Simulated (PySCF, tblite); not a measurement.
Isomers of C7H10ClNSi, one GFN2-xTB conformer each. Single-point energies are computed at PBE0/pcSseg-1 (PySCF, gas phase, no added dispersion term), electronic only.

| SMILES | GFN2-xTB relative energy (kJ/mol) |
| --- | --- |
| N#CC[C@@H]1C=CCC[Si@H]1Cl | 0.0 |
| Cc1ccc([SiH2]CCl)nc1 | 6.4 |
| C=N[Si@@](Cl)(C#CC)C(=C)C | 146.7 |
| ClCC[SiH2]c1ccccn1 | 20.1 |

Conformers: `[N:1]#[C:2][CH2:3][C@@H:4]1[CH:5]=[CH:6][CH2:7][CH2:8][Si@H:9]1[Cl:10]` with C2–C3–C4–C5 59°, C3–C4–C5–C6 -133°, C5–C6–C7–C8 -27°, C6–C7–C8–Si9 53°, C7–C8–Si9–Cl10 -169°; `[CH3:1][c:2]1[cH:3][cH:4][c:5]([SiH2:6][CH2:7][Cl:8])[n:9][cH:10]1` with C4–C5–Si6–C7 180°, C5–Si6–C7–Cl8 180°; `[CH2:1]=[N:2][Si@@:3]([Cl:4])([C:5]#[C:6][CH3:7])[C:8](=[CH2:9])[CH3:10]` with C1–N2–Si3–Cl4 -122°, N2–Si3–C8–C9 -2°; `[Cl:1][CH2:2][CH2:3][SiH2:4][c:5]1[cH:6][cH:7][cH:8][cH:9][n:10]1` with Cl1–C2–C3–Si4 -176°, C2–C3–Si4–C5 61°, C3–Si4–C5–C6 126°.

Problem. What does PBE0/pcSseg-1 give for the same structures?

Solution. 
| SMILES | PBE0/pcSseg-1 E (Eh) | PBE0/pcSseg-1 (kJ/mol) | GFN2-xTB (kJ/mol) | point group |
| --- | --- | --- | --- | --- |
| N#CC[C@@H]1C=CCC[Si@H]1Cl | -1076.50225 | 0.0 | 0.0 | C1 |
| ClCC[SiH2]c1ccccn1 | -1076.47589 | 69.2 | 20.1 | C1 |
| Cc1ccc([SiH2]CCl)nc1 | -1076.47514 | 71.2 | 6.4 | – |
| C=N[Si@@](Cl)(C#CC)C(=C)C | -1076.45538 | 123.1 | 146.7 | C1 |

Both levels put the same isomer lowest; measured from each level's own lowest isomer, the values differ by up to 64.8 kJ/mol (Cc1ccc([SiH2]CCl)nc1: 6.4 against 71.2). As drawn, the lowest has a C≡N group, which the highest lacks; the highest has a C≡C bond and a C=N bond, which the lowest lacks. Neighbours under 10 kJ/mol apart (ClCC[SiH2]c1ccccn1 and Cc1ccc([SiH2]CCl)nc1) can change places with a better method, another conformer or zero-point energy.

Problem. Which frontier levels, dipoles and rotational constants go with these structures?

Solution. 
```json
{"SMILES": "N#CC[C@@H]1C=CCC[Si@H]1Cl", "HOMO (eV, PBE0/pcSseg-1)": "-7.54", "LUMO (eV)": "-0.05", "dipole (D)": "3.18", "A, B, C (MHz)": "1165, 845.2, 593.4"}
{"SMILES": "ClCC[SiH2]c1ccccn1", "HOMO (eV, PBE0/pcSseg-1)": "-7.39", "LUMO (eV)": "-1.27", "dipole (D)": "4.23", "A, B, C (MHz)": "1793, 479.4, 401.4"}
{"SMILES": "Cc1ccc([SiH2]CCl)nc1", "HOMO (eV, PBE0/pcSseg-1)": "-7.29", "LUMO (eV)": "-1.02", "dipole (D)": "4.83", "A, B, C (MHz)": "3471, 374.1, 340.5"}
{"SMILES": "C=N[Si@@](Cl)(C#CC)C(=C)C", "HOMO (eV, PBE0/pcSseg-1)": "-7.09", "LUMO (eV)": "-1.07", "dipole (D)": "3.80", "A, B, C (MHz)": "967.1, 676.7, 619.5"}
```

Problem. What happens when harmonic zero-point energies from GFN2-xTB frequencies are added?

Solution. 
```csv
SMILES,ZPE (kJ/mol),electronic (kJ/mol),with ZPE (kJ/mol)
N#CC[C@@H]1C=CCC[Si@H]1Cl,397.9,0.0,0.0
ClCC[SiH2]c1ccccn1,388.2,69.2,59.5
Cc1ccc([SiH2]CCl)nc1,385.2,71.2,58.5
C=N[Si@@](Cl)(C#CC)C(=C)C,386.6,123.1,111.8
```

The zero-point energies span 12.7 kJ/mol. The lowest isomer stays, but the order above it changes.

Problem. As an exercise, what shares would exp(−E/RT) give at 2000 K from these electronic energies alone (no entropy, no degeneracies)?

Solution. RT = 16.629 kJ/mol: N#CC[C@@H]1C=CCC[Si@H]1Cl 97.1 %, ClCC[SiH2]c1ccccn1 1.5 %, Cc1ccc([SiH2]CCl)nc1 1.3 %, C=N[Si@@](Cl)(C#CC)C(=C)C 0.1 %.
